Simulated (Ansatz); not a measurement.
Two isomers of C7H14: A = `CC1CCCCC1`, B = `C[C@@H]1CC[C@@H](C)C1`.

Calculated with Ansatz (gas phase, PBE0-D4/def2-TZVP geometries, no zero-point term in ΔE). CCSD(T)/CBS is the MP2 limit (def2-TZVPP, def2-QZVPP) plus CCSD(T) − MP2 in def2-TZVPP, frozen cores. Functionals use def2-TZVPP. B3LYP here is the variant with VWN-RPA as its local correlation; programs differ in this.

Which isomer does CCSD(T)/CBS put lower? Give the gap. (An estimate is asked.)

The calculation gave: A, by 5.3 kcal/mol.

Give E(B) − E(A) in kcal/mol with MP2/def2-TZVPP, B3LYP, PBE0-D4, ωB97M-V, B2PLYP, CCSD/def2-TZVPP, r2SCAN-D4. (Best estimate.)

Computed: MP2/def2-TZVPP 5.1, B3LYP 4.7, PBE0-D4 5.2, ωB97M-V 5.1, B2PLYP 4.9, CCSD/def2-TZVPP 5.2, r2SCAN-D4 5.4. None reverses the order clearly.

Largest T1 diagnostic: 0.009.
